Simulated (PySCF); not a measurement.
# Fractional electron number in Mn (manganese, neutral)

The 4s beta orbital of [Ar] 3d5 4s2 is emptied in steps (occupation f), with all orbitals relaxed, ending at [Ar] 3d5 4s1. Calculation: PySCF 2.14, in x2c-TZVPall (6s5p4d1f, 48 functions); scalar relativity by spin-free X2C-1e. The exact energy is a straight line in f; departures are measured from the line between the end points of the same method.

```
   f  TPSS (eV)
   1      0.000
0.75     -0.517
 0.5     -0.708
0.25     -0.567
   0      0.000
```

```
method  E(f=0) − E(f=1) (eV)  −ε at f=1 (eV)  −ε at f=0.5 (eV)
  TPSS                 7.139           4.418             7.026
```

Orbital energy along the path (eV):

```json
{"f": "1", "TPSS": "-4.418"}
{"f": "0.75", "TPSS": "-5.723"}
{"f": "0.5", "TPSS": "-7.026"}
{"f": "0.25", "TPSS": "-8.437"}
{"f": "0", "TPSS": "-9.478"}
```

Reference removal energy between the ground levels: 7.434 eV (measured; NIST Atomic Spectra Database, ionization energies).
